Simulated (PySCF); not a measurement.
## Frontier levels across methods

CH7ClP2Si.
Geometry (PBE0-D3(BJ)/def2-SVP, Å), atoms numbered from 1 in this order:
```
atom  x, y, z in Å
P1    -1.5773   -0.8640    0.9937
Si2   -0.1361    0.0489   -0.4940
P3     0.1628    2.2595   -0.1289
C4     1.5533   -0.7852   -0.2709
Cl5    2.1317   -0.5648    1.4088
H6    -1.7036   -2.0930    0.2700
H7    -2.7119   -0.2761    0.3518
H8    -0.5470   -0.1420   -1.9220
H9    -1.2388    2.5393   -0.0963
H10    0.2643    2.0867    1.2850
H11    2.2996   -0.3436   -0.9482
H12    1.5050   -1.8654   -0.4735
```

Basis pcSseg-1 throughout (PySCF), one geometry. The structure is a single PBE0-D3(BJ)/def2-SVP conformer in the gas phase; no vibrational or solvent corrections.

**Question.** How do the orbital energies, the gap and the dipole change with the method?

**Answer.** 
```csv
method,kind,HOMO (eV),LUMO (eV),gap (eV),μ (D),SCF cycles
B97-2,global hybrid,-7.27,-0.32,6.95,2.30,12
PBE0,global hybrid,-7.50,-0.30,7.19,2.32,12
mPW1PW91,global hybrid,-7.52,-0.30,7.22,2.33,12
BHandHLYP,global hybrid,-8.42,0.67,9.09,2.37,11
CAM-B3LYP,range-separated hybrid,-8.70,0.80,9.50,2.31,11
wB97X-D,range-separated hybrid,-9.30,1.39,10.69,2.44,13
LC-wPBE,range-separated hybrid,-10.06,1.86,11.92,2.51,12
```

The HOMO spans 2.79 eV, from B97-2 down to LC-wPBE, and the gap runs from 6.95 eV (B97-2) to 11.92 eV (LC-wPBE). Over the methods B97-2 (21 %), PBE0 (25 %), mPW1PW91 (25 %), BHandHLYP (50 %), a straight line through the gap against the share of exact exchange rises by 0.75 eV for each 10 % (correlation coefficient 1.000). The dipole ranges from 2.30 D (B97-2) to 2.51 D (LC-wPBE). This basis has no diffuse functions.
